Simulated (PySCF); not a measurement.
## ZrCl₄, singlet: structure and spectrum

Method: B3LYP/[Zr def2-SVP with ECP28, Cl def2-SVP], scalar-relativistic core potentials, density fitting, no spin–orbit coupling, PySCF.

The structure is a minimum.

```xyz
5
charge 0 multiplicity 1, angstrom
Zr    0.0000    0.0000    0.0000
Cl    1.3504    1.3504    1.3504
Cl   -1.3504    1.3504   -1.3504
Cl    1.3504   -1.3504   -1.3504
Cl   -1.3504   -1.3504    1.3504
```

| Property | Result |
| --- | --- |
| Point group | Td |
| Bond lengths | Zr–Cl 2.339 Å (×4) |
| Bond angles | Cl–Zr–Cl 109.5° (×6) |
| Dipole moment | 0.00 D |
| Rotational constants | 0.03304, 0.03304, 0.03304 cm⁻¹ |
| Heat capacity Cp at 298.15 K | 98.1 J/(mol K) |
| Zero-point energy | 13.0 kJ/mol |
| Entropy at 298.15 K and 1 bar | 368.6 J/(mol K) |
| Highest occupied level | -9.32 eV |
| Principal polarisabilities | 76.0, 76.0, 76.0 bohr³ |
| Rotational symmetry number | 12 |
| Atomisation energy without zero-point energy | 1952 kJ/mol |
| Principal quadrupole moments (Buckingham, traceless) about the centre of mass | 0.00, 0.00, 0.00 D Å |
| Enthalpy at 298.15 K above 0 K | 22.60 kJ/mol |
| Lowest empty level | -2.85 eV |

Harmonic modes (masses in u: Zr 89.905, Cl 34.969):
```
symmetry  ω (cm⁻¹)  IR (km/mol, summed over degenerate members)  μ (u)     type
       e        97                                          0.0  34.97     bend
      t2       108                                         11.6  40.69     bend
      a1       372                                          0.0  34.97  stretch
      t2       425                                          311  45.50  stretch
```

In Td the vibrations span e + 2t2 + a1. The a1, e modes carry no infrared intensity, as symmetry demands.

Charges (e):
```json
{"atom": "Zr1", "Mulliken": "0.77", "Löwdin": "-0.60", "polar tensor": "2.19", "Mayer order to Zr1": "–"}
{"atom": "Cl2,3,4,5", "Mulliken": "-0.19", "Löwdin": "0.15", "polar tensor": "-0.55", "Mayer order to Zr1": "1.31"}
```

Mulliken populations on Zr1 (electrons outside its core potential): s 2.35, p 6.52, d 2.27, f 0.10.

Formally Zr is in oxidation state +4, d0. The polar-tensor charge on Zr, 2.19, is far below the formal one.

Stability towards spin polarisation was not tested. Only a few start shapes were tried, so a lower isomer may exist.

The final relaxation and frequency run took 25 s on 2 threads of a shared Arm Neoverse V2 host, with 103 basis functions and 6 gradients; the process peaked at 1.4 GiB.
